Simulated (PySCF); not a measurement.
Compounds:

A. SMILES O[SiH2]/C=C/[SiH3]
B. `C(CC=C)C`
C. `N#C[C@@]12C=C[C@@H](CC1)C2`
D. SMILES c1ccc(C2CC2)nc1

Spectrum 1. ¹³C{¹H} NMR (computed): δ 170.1 (C), 155.6 (CH), 141.7 (CH), 127.2 (CH), 124.5 (CH), 20.6 (CH), 14.8 (CH2).

Spectrum 2. ¹³C{¹H} NMR (computed): δ 162.1 (CH), 151.6 (CH).

Spectrum 3. ¹³C{¹H} NMR (computed): δ 148.9 (CH), 120.2 (CH2), 43.8 (CH2), 29.0 (CH2), 17.3 (CH3).

Spectrum 4. ¹³C{¹H} NMR (computed): δ 145.9 (CH), 144.4 (CH), 127.1 (C), 58.5 (CH2), 46.0 (CH), 41.4 (C), 34.5 (CH2), 28.5 (CH2).

Non-relativistic, gas phase, one computed conformer, one averaged value for each set of equivalent atoms. Geometry from GFN2-xTB; B3LYP/pcJ-1 coupling constants (spin–dipole term left out of most H,H and C,H couplings); shielding tensors at PBE0/pcSseg-1 (GIAO); PySCF 2.14.0 with density-fitted response routines.

References, each an isolated molecule treated in the same way: ¹³C (σref 186.93) against TMS. Shifts are as computed. Against solution values, carbons near 30 ppm lie about +3 ppm off and those near 130 ppm about +5 ppm (rms about the fit 2.1 ppm; single classes can miss by 10 ppm). Of 1328 compounds with measured shifts, 309 miss one by over three times the rms of a fit or turn the order of signals round; such compounds aren't used in these exercises. Signals without a measured value on file couldn't be tested in this way; 1H shifts scatter by 0.2 ppm about their fit, and single ones miss by 0.5 ppm.

Which spectrum belongs to which compound?

Answers

1–D, 2–A, 3–B, 4–C.

- Spectrum 1 (D): 7 ¹³C signals; δC 155.6 is an aromatic CH next to a ring nitrogen; δC 127.2 is an aromatic CH.
- Spectrum 2 (A): 2 ¹³C signals; δC 162.1 is an alkene CH; δC 151.6 is an alkene CH.
- Spectrum 3 (B): 5 ¹³C signals; δC 148.9 is an alkene CH; δC 120.2 is a terminal =CH2 carbon.
- Spectrum 4 (C): 8 ¹³C signals; δC 145.9 is an alkene CH; δC 144.4 is an alkene CH.
